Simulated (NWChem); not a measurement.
The numbers come from NWChem runs, not from measurements. System: H4Cl2OSi2, charge 0, spin multiplicity 1, displaced from the optimised geometry. The structure started from a generated list of species. Level: PBE0/def2-SVP.

Input file:

```
start mol
memory heap 200 mb stack 800 mb global 1000 mb
geometry units angstroms nocenter noautoz noautosym
  O     -1.065791     1.774250    -0.462915
  Si    -0.787069     0.422467     0.509632
  Cl    -2.454640    -0.892412     0.490895
  Si     1.014609    -0.793773    -0.464853
  Cl     2.787583     0.358369    -0.320594
  H     -1.698697     2.450766    -0.137102
  H     -0.573049     0.819075     1.962584
  H      1.225404    -2.100247     0.284300
  H      0.727086    -1.086573    -1.928478
end
basis spherical
  * library def2-svp
end
dft
  xc pbe0
  semidirect memsize 60000000 filesize 0
  iterations 100
  grid fine
end
task dft gradient
```

NWChem printed:

```
             Northwest Computational Chemistry Package (NWChem) 7.3.0
             --------------------------------------------------------

                                NWChem Input Module
                                -------------------

 Scaling coordinates for geometry "geometry" by  1.889725989
 (inverse scale =  0.529177249)

                             Geometry "geometry" -> ""
                             -------------------------

 Output coordinates in angstroms (scale by  1.889725989 to convert to a.u.)

  No.       Tag          Charge          X              Y              Z
 ---- ---------------- ---------- -------------- -------------- --------------
    1 O                    8.0000    -1.06579100     1.77425000    -0.46291500
    2 Si                  14.0000    -0.78706900     0.42246700     0.50963200
    3 Cl                  17.0000    -2.45464000    -0.89241200     0.49089500
    4 Si                  14.0000     1.01460900    -0.79377300    -0.46485300
    5 Cl                  17.0000     2.78758300     0.35836900    -0.32059400
    6 H                    1.0000    -1.69869700     2.45076600    -0.13710200
    7 H                    1.0000    -0.57304900     0.81907500     1.96258400
    8 H                    1.0000     1.22540400    -2.10024700     0.28430000
    9 H                    1.0000     0.72708600    -1.08657300    -1.92847800

 Effective nuclear repulsion energy (a.u.)     408.4785157835

            Nuclear Dipole moment (a.u.)
            ----------------------------
        X                 Y               Z
 ---------------- ---------------- ----------------
     0.0000132281     0.0000113384     0.0000132281


 Summary of "ao basis" -> "" (spherical)
 ------------------------------------------------------------------------------
       Tag                 Description            Shells   Functions and Types
 ---------------- ------------------------------  ------  ---------------------
 *                          def2-svp                  on all atoms

                                 NWChem DFT Module
                                 -----------------
[...]
          AO basis - number of functions:   106
                     number of shells:    50
          Convergence on energy requested:  1.00D-06
          Convergence on density requested:  1.00D-05
          Convergence on gradient requested:  5.00D-04

              XC Information
              --------------
                         PBE0 Method XC Functional
                     Hartree-Fock (Exact) Exchange  0.250
          PerdewBurkeErnzerhof Exchange Functional  0.750
            Perdew 1991 LDA Correlation Functional  1.000 local
           PerdewBurkeErnz. Correlation Functional  1.000 non-local

             Grid Information
             ----------------
          Grid used for XC integration:  fine
          Radial quadrature: Mura-Knowles
          Angular quadrature: Lebedev.
          Tag              B.-S. Rad. Rad. Pts. Rad. Cut. Ang. Pts.
          ---              ---------- --------- --------- ---------
          O                   0.60       70          12.0       590
          Si                  1.10      123          11.0       770
          Cl                  1.00      123          12.0       770
          H                   0.35       60          13.0       590
          Grid pruning is: on
          Number of quadrature shells:   802
          Spatial weights used:  Erf1

          Convergence Information
          -----------------------
          Convergence aids based upon iterative change in
          total energy or number of iterations.
          Levelshifting, if invoked, occurs when the
          HOMO/LUMO gap drops below (HL_TOL):  1.00D-02
          DIIS, if invoked, will attempt to extrapolate
          using up to (NFOCK): 10 stored Fock matrices.

                    Damping( 0%)  Levelshifting(0.5)       DIIS
                  --------------- ------------------- ---------------
          dE  on:    start            ASAP                start
          dE off:    2 iters        100 iters           100 iters

      Screening Tolerance Information
      -------------------------------
          Density screening/tol_rho:  1.00D-10
          AO Gaussian exp screening on grid/accAOfunc:  14
          CD Gaussian exp screening on grid/accCDfunc:  20
          XC Gaussian exp screening on grid/accXCfunc:  20
          Schwarz screening/accCoul:  1.00D-08

                            NWChem DFT Gradient Module
                            --------------------------

  charge          =   0.00
  wavefunction    = closed shell

                         DFT ENERGY GRADIENTS

    atom               coordinates                        gradient
                 x          y          z           x          y          z
   1 O      -2.014053   3.352846  -0.874783    0.007510   0.003486  -0.015602
   2 Si     -1.487345   0.798347   0.963065    0.005459  -0.006378   0.004730
   3 Cl     -4.638597  -1.686414   0.927657   -0.011188  -0.008657   0.000064
   4 Si      1.917333  -1.500013  -0.878445   -0.003055  -0.001341   0.000600
   5 Cl      5.267768   0.677219  -0.605835    0.012153   0.007700   0.000823
   6 H      -3.210072   4.631276  -0.259085   -0.011547   0.013674   0.004722
   7 H      -1.082906   1.547827   3.708746    0.001638   0.002732   0.009729
   8 H       2.315678  -3.968891   0.537249    0.001229  -0.008960   0.004732
   9 H       1.373993  -2.053325  -3.644295   -0.002200  -0.002256  -0.009799

                 ----------------------------------------
                 |  Time  |  1-e(secs)   |  2-e(secs)   |
                 ----------------------------------------
                 |  CPU   |       0.02   |       5.55   |
                 ----------------------------------------
                 |  WALL  |       0.02   |       5.55   |
                 ----------------------------------------

 Task  times  cpu:       20.4s     wall:       20.4s

 Total times  cpu:       20.4s     wall:       20.4s
```
